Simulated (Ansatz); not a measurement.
`FCC(F)=C(F)F` → `F[C@H]1[C@H](F)C1(F)F`  (isomerisation)

Program: Ansatz. Geometries: PBE0-D4/def2-TZVP. ΔE: electronic, gas phase. CCSD(T)/CBS adds triple-zeta CCSD(T) − MP2 to the extrapolated MP2 energy (def2 sets, frozen cores). DFT in def2-TZVPP. Each species was taken in one conformer, which may not be the lowest.

```
             level  ΔE (kJ/mol)  difference from CCSD(T)/CBS
           BLYP-D4         72.5                         16.8
            B97M-V         54.4                         -1.3
          BHLYP-D4         56.2                          0.5
      CAM-B3LYP-D4         54.8                         -0.9
            B2PLYP         60.3                          4.6
               PBE         55.0                         -0.7
            revPBE         57.9                          2.2
     HF/def2-TZVPP         56.0                          0.3
SCS-MP2/def2-TZVPP         54.9                         -0.8
   CCSD/def2-TZVPP         52.3                         -3.4
       CCSD(T)/CBS         55.7                            0
```

Largest T1 diagnostic among the species: 0.012.

At CCSD(T), def2-SVP lies −12.0 kJ/mol from the extrapolated value and def2-TZVPP −0.9 kJ/mol. Leaving LDA and LC-ωPBE aside and taking each functional with its dispersion term where it has one, the values, not all of them listed here, spread over 31.3 kJ/mol, from ωB97X-V to BLYP-D4. LDA lies −10.1 kJ/mol from PBE without D4. From r2SCAN to r2SCAN0 (25 % exact exchange), in def2-TZVPP and without D4, ΔE moves by −7.5 kJ/mol.
